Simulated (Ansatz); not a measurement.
Reaction (redistribution): `F[Si](F)(S)Cl` + `[F][GeH3]` → `F[SiH](F)S` + `[F][GeH2][Cl]`

Program: Ansatz. Geometries: PBE0-D4/def2-TZVP. ΔE: electronic, gas phase. CBS: MP2 limit from def2 TZ/QZ plus the TZ coupled-cluster correction, frozen cores. Functionals use def2-TZVPP. For Ge outer-core shells are correlated without core-valence functions, which leaves a few kJ/mol of doubt a bond. Scalar relativity is left out up to krypton. One conformer a species, not always the lowest.

```csv
species,BLYP energy (Eh)
`F[Si](F)(S)Cl`,-1348.50288
`[F][GeH3]`,-2178.75923
`F[SiH](F)S`,-888.83293
`[F][GeH2][Cl]`,-2638.42459
```

(1) Work out ΔE.

Largest T1 diagnostic among the species: 0.012.

Answers

(1) ΔE = (-888.83293) + (-2638.42459) − (-1348.50288) − (-2178.75923) = 0.00459 Eh = +12.1 kJ/mol. CCSD(T)/CBS gives +19.8 kJ/mol.

The D4 term adds +4.6 kJ/mol with B3LYP and +2.4 kJ/mol with PBE0; it sums over pairs of atoms, weighted by their polarisabilities, and B3LYP, whose exchange is more repulsive, gets the larger term. In def2-TZVPP, CCSD(T) changes the Hartree–Fock value by +7.5 kJ/mol (the triples alone add +0.7 kJ/mol) and MP2 by +8.8 kJ/mol. At CCSD(T), def2-SVP lies −7.0 kJ/mol from the extrapolated value and def2-TZVPP −2.6 kJ/mol.

B3LYP here is the variant with VWN-RPA as its local correlation; programs differ in this.
